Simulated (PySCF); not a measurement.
Compound: C2H6BNO.
SMILES: `CCBN=O`

Torsions of this conformer, `[CH3:1][CH2:2][BH:3][N:4]=[O:5]`: C1–C2–B3–N4 -111°.

The closed-shell ground state was solved at several levels (PySCF, density fitting, gas phase, non-relativistic). The structure is a single GFN2-xTB conformer in the gas phase; no vibrational or solvent corrections.

```csv
level,basis functions,total energy (Eh),HOMO (eV),LUMO (eV),gap (eV),dipole (D)
B3LYP/pcJ-1,195,-234.5952,-6.62,-3.24,3.38,1.46
CAM-B3LYP/def2-SVPD,151,-234.2952,-8.41,-1.89,6.52,1.55
```

(1) Estimate the row for PBE0/pcSseg-1, a basis of 115 functions; the other rows only guide the guess.

(2) Over all these levels, which gives the widest orbital gap and which the narrowest?

(3) How far do the dipole and the HOMO energy spread over the levels?

Answers

(1) Total energy -234.2739 Eh, HOMO -6.86 eV, LUMO -2.99 eV, gap 3.87 eV, dipole 1.45 D.

(2) CAM-B3LYP/def2-SVPD (range-separated hybrid) has the widest, 6.52 eV, and B3LYP/pcJ-1 (global hybrid, 20 % exact exchange) the narrowest, 3.38 eV. Functional and basis both differ between the two, so the spread mixes both effects.

(3) The dipole runs from 1.45 to 1.55 D (mean 1.48 D) and the HOMO from -8.41 to -6.62 eV.
